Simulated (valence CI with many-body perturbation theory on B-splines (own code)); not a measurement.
## E1 transitions of Sb³⁶⁺

Computed by relativistic CI+MBPT: five valence electrons over a frozen Dirac-Fock core [Ne], radial functions for each j: 11 s, 11 p, 10 d, 8 f, 5 g, 2 h, with the one-electron correlation potential Σ1, the two-electron term Σ2, the three-electron term Σ3, Breit, model QED; selected CI, second order for the rest, scaled by the run's own slope (own B-spline code, finite nucleus).

No measured spectrum was set against this ion. As an estimate, large intervals hold to a few tenths of a per cent, small ones and those within an open d or f shell to about a per cent. Among the levels kept, up to 4300 cm⁻¹ of a level comes from second order outside the variational space, and about a tenth of that is noise between levels of different J, which matters for small intervals.

Lines 51 to 100 of 566 in falling wavelength, among levels below 35.020 Ry, chosen from the strongest by gf and those to the six lowest levels. Wavelengths and rates use the calculated energies. Electric multipoles are in the length gauge, E1 and E2 with the static RPA response of the core. Weak lines are less certain than strong ones. Lines between different terms over intervals too small for the method are left out, as are lines whose strength nearly cancels. Where a level lies close to another of its J and parity, the split of strength between their lines is uncertain. The highest levels of a list are the least certain.

Levels are named by their leading jj configuration (3d3/2^4 stands for four electrons in 3d with j = 3/2), which in mixed levels can hold well under half, so a name can repeat and another be missing. Letters in brackets count levels of one name in rising energy.

```csv
λ vac (nm),Upper,Lower,A (s⁻¹),S (a.u.)
8.857,(3s^2 3p1/2^2 3d3/2) J=3/2,(3s^2 3p1/2^2 3p3/2) J=3/2,3.15e+08,4.33e-04
8.748,(3p1/2^2 3p3/2^2 3d5/2) J=7/2,(3s 3p1/2^2 3p3/2 3d5/2) J=5/2 [b],1.03e+10,2.71e-02
8.680,(3s 3p1/2^2 3d3/2 3d5/2) J=7/2 [b],(3s 3p1/2^2 3p3/2 3d5/2) J=7/2 [a],1.13e+10,2.92e-02
8.672,(3s^2 3p3/2 3d5/2^2) J=7/2,(3s^2 3p3/2^2 3d5/2) J=5/2 [a],1.04e+10,2.67e-02
8.499,(3s 3p1/2^2 3p3/2^2) J=5/2,(3s^2 3p1/2^2 3p3/2) J=3/2,9.33e+08,1.70e-03
8.457,(3s^2 3p3/2^2 3d5/2) J=1/2,(3s^2 3p3/2^3) J=3/2,1.52e+09,9.05e-04
8.445,(3s^2 3p1/2 3p3/2 3d5/2) J=7/2 [a],(3s^2 3p1/2 3p3/2^2) J=5/2,1.57e+08,3.74e-04
8.433,(3s 3p1/2^2 3p3/2 3d3/2) J=5/2 [a],(3s^2 3p1/2^2 3d3/2) J=3/2,1.42e+08,2.53e-04
8.425,(3s^2 3p1/2 3p3/2 3d5/2) J=5/2 [a],(3s^2 3p1/2 3p3/2^2) J=5/2,5.74e+08,1.02e-03
8.407,(3s 3p1/2 3p3/2^3) J=3/2 [a],(3s^2 3p1/2 3p3/2^2) J=3/2,3.36e+09,3.94e-03
8.375,(3s 3p1/2 3p3/2^2 3d5/2) J=9/2 [a],(3s^2 3p1/2 3p3/2 3d5/2) J=7/2 [a],3.63e+10,1.05e-01
8.374,(3s 3p1/2^2 3p3/2 3d3/2) J=3/2 [a],(3s^2 3p1/2^2 3d3/2) J=3/2,7.70e+08,8.92e-04
8.357,(3s 3p1/2^2 3p3/2 3d3/2) J=1/2 [a],(3s^2 3p1/2^2 3d3/2) J=3/2,4.11e+08,2.37e-04
8.235,(3s^2 3p1/2 3p3/2 3d3/2) J=1/2 [b],(3s^2 3p1/2 3p3/2^2) J=1/2,2.21e+09,1.22e-03
8.209,(3s^2 3p3/2^2 3d3/2) J=5/2,(3s^2 3p3/2^3) J=3/2,4.58e+09,7.51e-03
8.196,(3s 3p1/2 3p3/2^2 3d5/2) J=11/2,(3s^2 3p1/2 3p3/2 3d5/2) J=9/2,2.74e+10,8.92e-02
8.196,(3s^2 3p3/2 3d5/2^2) J=11/2,(3s^2 3p3/2^2 3d5/2) J=9/2,1.20e+10,3.93e-02
8.192,(3s^2 3p3/2^2 3d3/2) J=1/2,(3s^2 3p3/2^3) J=3/2,4.14e+09,2.25e-03
8.134,(3s 3p1/2^2 3d5/2^2) J=9/2,(3s 3p1/2^2 3p3/2 3d5/2) J=7/2 [a],2.41e+10,6.39e-02
8.131,(3s^2 3p1/2 3p3/2 3d3/2) J=3/2 [b],(3s^2 3p1/2 3p3/2^2) J=1/2,3.53e+08,3.74e-04
8.122,(3s^2 3p1/2 3d5/2^2) J=7/2,(3s^2 3p1/2 3p3/2 3d5/2) J=5/2 [c],1.16e+10,2.45e-02
8.035,(3s 3p1/2^2 3p3/2 3d5/2) J=7/2 [a],(3s^2 3p1/2^2 3d5/2) J=5/2,1.36e+10,2.79e-02
8.014,(3s^2 3p1/2 3p3/2 3d5/2) J=5/2 [a],(3s^2 3p1/2 3p3/2^2) J=3/2,2.57e+08,3.92e-04
7.961,(3p1/2^2 3p3/2^2 3d5/2) J=7/2,(3s 3p1/2^2 3p3/2 3d5/2) J=7/2 [a],1.15e+10,2.29e-02
7.934,(3s^2 3p3/2 3d3/2 3d5/2) J=9/2 [a],(3s^2 3p3/2^2 3d5/2) J=7/2,2.49e+10,6.15e-02
7.912,(3s 3p1/2 3p3/2^2 3d5/2) J=5/2 [b],(3s 3p1/2 3p3/2^3) J=3/2 [b],1.57e+10,2.30e-02
7.860,(3s^2 3p1/2 3d5/2^2) J=9/2,(3s^2 3p1/2 3p3/2 3d5/2) J=7/2 [b],1.37e+10,3.28e-02
7.817,(3s 3p3/2^3 3d5/2) J=9/2,(3s^2 3p3/2^2 3d5/2) J=9/2,1.56e+10,3.68e-02
7.798,(3s 3p1/2^2 3d3/2 3d5/2) J=9/2,(3s 3p1/2^2 3p3/2 3d5/2) J=9/2,1.12e+10,2.62e-02
7.768,(3s^2 3p1/2 3p3/2 3d5/2) J=1/2 [a],(3s^2 3p1/2 3p3/2^2) J=1/2,3.46e+09,1.60e-03
7.756,(3s 3p3/2^3 3d5/2) J=7/2 [a],(3s^2 3p3/2^2 3d5/2) J=5/2 [a],7.93e+09,1.46e-02
7.753,(3s 3p3/2^3 3d5/2) J=7/2 [c],(3s^2 3p3/2^2 3d5/2) J=5/2 [b],1.17e+10,2.15e-02
7.747,(3s 3p1/2 3p3/2^2 3d3/2) J=5/2 [d],(3s^2 3p1/2 3p3/2 3d3/2) J=3/2 [b],1.07e+10,1.48e-02
7.703,(3s^2 3p3/2 3d3/2 3d5/2) J=5/2 [e],(3s^2 3p3/2^2 3d5/2) J=3/2,1.41e+10,1.90e-02
7.691,(3s 3p1/2^2 3p3/2 3d3/2) J=3/2 [b],(3s^2 3p1/2^2 3d3/2) J=3/2,3.23e+10,2.90e-02
7.683,(3s 3p1/2^2 3p3/2 3d5/2) J=1/2,(3s 3p1/2^2 3p3/2^2) J=1/2,4.16e+10,1.86e-02
7.675,(3s 3p3/2^3 3d5/2) J=9/2,(3s^2 3p3/2^2 3d5/2) J=7/2,6.08e+10,1.36e-01
7.673,(3s 3p1/2^2 3d3/2 3d5/2) J=7/2 [a],(3s 3p1/2^2 3p3/2 3d3/2) J=5/2 [a],2.67e+10,4.76e-02
7.666,(3s^2 3p1/2 3d3/2 3d5/2) J=7/2,(3s^2 3p1/2 3p3/2 3d3/2) J=7/2,2.40e+10,4.26e-02
7.664,(3s^2 3p1/2 3p3/2 3d3/2) J=3/2 [b],(3s^2 3p1/2 3p3/2^2) J=5/2,1.13e+09,1.00e-03
7.611,(3s 3p1/2^2 3p3/2 3d5/2) J=7/2 [b],(3s^2 3p1/2^2 3d5/2) J=5/2,8.83e+10,1.54e-01
7.601,(3s 3p1/2 3p3/2^3) J=3/2 [b],(3s^2 3p1/2 3p3/2^2) J=5/2,7.09e+09,6.14e-03
7.599,(3s 3p1/2^2 3p3/2 3d5/2) J=5/2 [b],(3s 3p1/2^2 3p3/2^2) J=3/2,5.28e+10,6.86e-02
7.596,(3s 3p1/2 3p3/2^2 3d5/2) J=5/2 [e],(3s^2 3p1/2 3p3/2 3d5/2) J=3/2,8.70e+10,1.13e-01
7.590,(3s 3p3/2^3 3d3/2) J=5/2,(3s^2 3p3/2^2 3d5/2) J=5/2 [b],4.86e+10,6.29e-02
7.577,(3s^2 3p3/2 3d3/2^2) J=3/2 [b],(3s^2 3p3/2^2 3d3/2) J=1/2,2.18e+10,1.87e-02
7.554,(3s 3p1/2^2 3p3/2 3d5/2) J=5/2 [a],(3s 3p1/2^2 3p3/2^2) J=5/2,3.49e+10,4.45e-02
7.535,(3s^2 3p1/2 3p3/2 3d3/2) J=5/2 [b],(3s^2 3p1/2 3p3/2^2) J=3/2,2.69e+10,3.40e-02
7.534,(3s^2 3p3/2^2 3d3/2) J=3/2 [b],(3s^2 3p3/2^3) J=3/2,1.50e+10,1.27e-02
7.520,(3s^2 3p1/2 3d3/2 3d5/2) J=3/2,(3s^2 3p1/2 3p3/2 3d5/2) J=1/2 [a],6.04e+10,5.07e-02
```
